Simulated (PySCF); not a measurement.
Compound: C4H7N2Si (charge -1).
Numbering: `[CH3:1][c:2]1[n:3][cH:4][n-:5][c:6]1[SiH3:7]`

NICS is the negative of the GIAO shielding at a point without a nucleus: at the ring centre (0) and 1 Å above and below it (1); zz is the component along the ring normal. Level: GIAO PBE0/pcSseg-1 (PySCF, non-relativistic, gas phase) on the GFN2-xTB geometry, one conformer.

Ring bond lengths (Å), with Mayer bond orders in brackets: C2–N3 1.350 (1.45), N3–C4 1.341 (1.44), C4–N5 1.321 (1.56), N5–C6 1.378 (1.30), C6–C2 1.397 (1.39).

Question: Give the NICS values of each ring in ppm.

Answer: 
| ring | type | NICS(0) | NICS(1), two faces | NICS(1)zz, two faces | rms pucker (Å) | centre to ring atoms, mean (Å) |
| --- | --- | --- | --- | --- | --- | --- |
| C2–N3–C4–N5–C6 | 5-membered ring with 2 N; formal bonds all aromatic | -11.4 | -12.0 / -12.0 | -32.1 / -32.2 | 0.00 | 1.15 |

Question: What do they say, and how far can they be read as aromaticity?

Answer: 
- C2–N3–C4–N5–C6: mean NICS(1)zz -32.2 ppm, shielded. For a flat ring without four-coordinate atoms the NICS criterion counts such a value as aromatic.

Question: What does the geometric index give? HOMA = 1 − mean of α(R − Ropt)² over the ring bonds, with Krygowski's 1993 parameters (CC: Ropt 1.388 Å, α 257.7 Å⁻²; CN: Ropt 1.334 Å, α 93.52 Å⁻²).

Answer: 
- C2–N3–C4–N5–C6: HOMA 0.95; the largest term is that of N5–C6, α(R − Ropt)² = 0.18. The geometric and the magnetic index point the same way.

Question: What is the mean of the two in-plane components of NICS at the first NICS(1) probe listed for ring C2–N3–C4–N5–C6, 1 Å off the ring?

Answer: The isotropic value is a third of the trace: (3 × -12.0 − (-32.1))/2 = -1.9 ppm.

Question: What are the shieldings of the ring atoms and their hydrogens in the same run (means over atoms taken as equivalent)?

Answer: 
```json
{"atoms": "C2", "environment": "substituted aromatic carbon", "σ isotropic (ppm)": "38.7"}
{"atoms": "N3", "environment": "ring nitrogen", "σ isotropic (ppm)": "-33.8"}
{"atoms": "C4", "environment": "aromatic CH next to a ring nitrogen", "σ isotropic (ppm)": "37.1"}
{"atoms": "N5", "environment": "two-coordinate ring nitrogen", "σ isotropic (ppm)": "-43.9"}
{"atoms": "C6", "environment": "substituted aromatic carbon", "σ isotropic (ppm)": "74.1"}
{"atoms": "H on C4", "environment": "aromatic hydrogen", "σ isotropic (ppm)": "24.54"}
```

Time: 41 s wall; peak memory 0.74 GiB. Hardware: one thread, Arm Neoverse N1 (aarch64), on a shared host. This is the whole shielding run at PBE0/pcSseg-1, SCF included.
